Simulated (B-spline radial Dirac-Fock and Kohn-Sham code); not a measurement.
## Elastic electron scattering at 500 eV, I to Ho

Model: relativistic (Dirac) partial waves in the static field of the Dirac-Fock atom with Furness-McCarthy exchange, without polarisation or absorption potentials. Program: a B-spline atomic structure program. σ_tr1 and σ_tr2 weight the cross section with 1 − P₁ and 1 − P₂ of cos θ; "backward" is the share scattered beyond 90°.

| Z | element | σ (a₀²) | σ_tr1 (a₀²) | σ_tr2 (a₀²) | backward (%) | dσ/dΩ at 90° (a₀²/sr) |
| --- | --- | --- | --- | --- | --- | --- |
| 53 | I | 13.9 | 4.16 | 3.78 | 14 | 0.0300 |
| 54 | Xe | 13.8 | 4.23 | 3.87 | 14 | 0.0236 |
| 55 | Cs | 17.8 | 4.32 | 4.02 | 11 | 0.0212 |
| 56 | Ba | 20.7 | 4.43 | 4.19 | 9.6 | 0.0208 |
| 57 | La | 20.9 | 4.51 | 4.32 | 9.6 | 0.0224 |
| 58 | Ce | 20.2 | 4.51 | 4.32 | 9.9 | 0.0254 |
| 59 | Pr | 18.9 | 4.41 | 4.20 | 10 | 0.0323 |
| 60 | Nd | 18.4 | 4.38 | 4.19 | 11 | 0.0441 |
| 61 | Pm | 17.8 | 4.34 | 4.18 | 11 | 0.0597 |
| 62 | Sm | 17.3 | 4.30 | 4.16 | 11 | 0.0789 |
| 63 | Eu | 16.9 | 4.24 | 4.15 | 11 | 0.101 |
| 64 | Gd | 17.2 | 4.26 | 4.24 | 11 | 0.124 |
| 65 | Tb | 16.0 | 4.10 | 4.12 | 11 | 0.153 |
| 66 | Dy | 15.6 | 4.03 | 4.10 | 11 | 0.181 |
| 67 | Ho | 15.3 | 3.94 | 4.08 | 11 | 0.210 |

Values without a named source are computed, but for edge energies of neutral atoms, which are taken from tables.
